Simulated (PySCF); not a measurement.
# Dipole moment and polarisability of `O=CN[C@@H]1C[C@@H]2CC[C@@H]21`

Species: C7H11NO.
Geometry (PBE0-D3(BJ)/def2-SVP, Å), atoms numbered from 1 in this order:
```xyz
20
C7H11NO angstrom
O      3.564    0.100   -1.310
C      3.237    0.120   -0.147
N      1.966    0.255    0.312
C      0.829    0.393   -0.551
C     -0.243    1.446   -0.179
C     -1.338    0.366   -0.254
C     -1.639   -0.329    1.089
C     -0.550   -1.387    0.790
C     -0.254   -0.715   -0.561
H      3.974    0.032    0.689
H      1.825    0.262    1.314
H      1.239    0.548   -1.558
H     -0.119    1.905    0.816
H     -0.334    2.257   -0.915
H     -2.189    0.563   -0.921
H     -1.481    0.298    1.981
H     -2.652   -0.753    1.153
H      0.299   -1.443    1.490
H     -0.949   -2.406    0.684
H     -0.268   -1.358   -1.452
```

Level: B3LYP/def2-SVPD (PySCF), static field, nuclei fixed, core orbitals frozen in the response. The polarisability tensor in these axes (au):

```
x   105.99  -0.18  -6.81
y    -0.18  80.32  -2.40
z    -6.81  -2.40  85.40
```

Question: Give the principal values, the mean and the anisotropy Δα = √{½[(α1 − α2)² + (α2 − α3)² + (α1 − α3)²]}.

Answer: Principal values 79.03, 84.63 and 108.05 au; mean 90.57 au = 13.42 Å³ = 14.93 × 10⁻⁴⁰ C²·m²/J; Δα = 26.66 au (29 % of the mean).

Question: What is the dipole moment, and where does it point?

Answer: (-2.71, 0.12, 2.88) D, 3.96 D in size, pointing from the negative to the positive side. Measured along this direction, the outermost atoms are O1 at the negative end and H17 at the positive end.

Question: Molar refractivity from α?

Answer: Lorentz–Lorenz: R = (4π/3)N_A α = 2.5225 cm³/(mol·Å³) × 13.42 Å³ = 33.9 cm³/mol, in the limit of long wavelengths.

Question: What depolarisation ratio follows for Rayleigh scattering of linearly polarised light, taking the static tensor?

Answer: ρ = 3Δα²/(45ᾱ² + 4Δα²) = 2132.6/(369126 + 2843.5) = 0.00573.

Question: In TDDFT the mean static polarisability is Σ f/ω² over all singlet excitations (ω in hartree). How much of it do the 10 lowest give? Their energies (eV) and oscillator strengths: 5.67, 0.0013; 6.30, 0.0096; 6.55, 0.0433; 6.83, 0.0064; 6.94, 0.1928; 7.11, 0.0305; 7.18, 0.0289; 7.23, 0.0446; 7.36, 0.0062; 7.38, 0.0050.

Answer: They add up to 5.66 au, 6.3 % of the 90.57 au; the largest single term is 2.96 au, from the state at 6.94 eV. Terms in order: 0.03, 0.18, 0.75, 0.10, 2.96, 0.45, 0.41, 0.63, 0.09, 0.07 au. Higher excitations give the rest. The strengths listed sum to 0.369.

Question: Orientational against electronic polarisability at 400 K (dilute gas, rigid molecules)?

Answer: In Gaussian units μ²/3kT = 94.78 Å³ against 13.42 Å³, a ratio of 7.06; the Debye molar polarisation (4π/3)N_A(α + μ²/3kT) is 272.9 cm³/mol, leaving out the vibrational part.

The structure is a single PBE0-D3(BJ)/def2-SVP conformer in the gas phase; no vibrational or solvent corrections.
